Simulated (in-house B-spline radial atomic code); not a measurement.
Multiplet parameters of the 3d7 shell in Sb XXVII (Sb26+) ([Ar] 3d7). Level of theory: non-relativistic Hartree-Fock, average of configuration, point nucleus; calculated with a radial B-spline atomic code at the basis-set limit.

Slater integrals: F^2 = 355796 cm⁻¹, F^4 = 228943 cm⁻¹. Central-field spin-orbit parameter ζ(3d) = 35850 cm⁻¹ (bare central field on non-relativistic orbitals, without two-electron terms: too large for light atoms, too small for heavy ones).

(1) What are Racah's B and C?

(2) Where do the terms lie in LS coupling, without spin-orbit interaction?

(3) How far can these numbers be trusted?

## Answers

(1) B = F^2/49 - 5F^4/441 = 4665 cm⁻¹, C = 35F^4/441 = 18170 cm⁻¹, C/B = 3.89.

(2) In cm⁻¹ above the Hund's-rule term (some of the terms):
| term | expression | energy |
| --- | --- | --- |
| 4F | 0B + 0C | 0 |
| 4P | 15B + 0C | 69981 |
| 2G | 4B + 3C | 73172 |
| 2H | 9B + 3C | 96499 |
| 2F | 24B + 3C | 166480 |

(3) Unscaled Hartree-Fock integrals overestimate measured term splittings, because correlation screens the repulsion; fits to spectra scale them down, most for low charges. Here ζ is 7.68 times B, so spin-orbit coupling rivals the gaps between some terms: low levels can stay fairly pure, while close terms of equal J mix strongly.
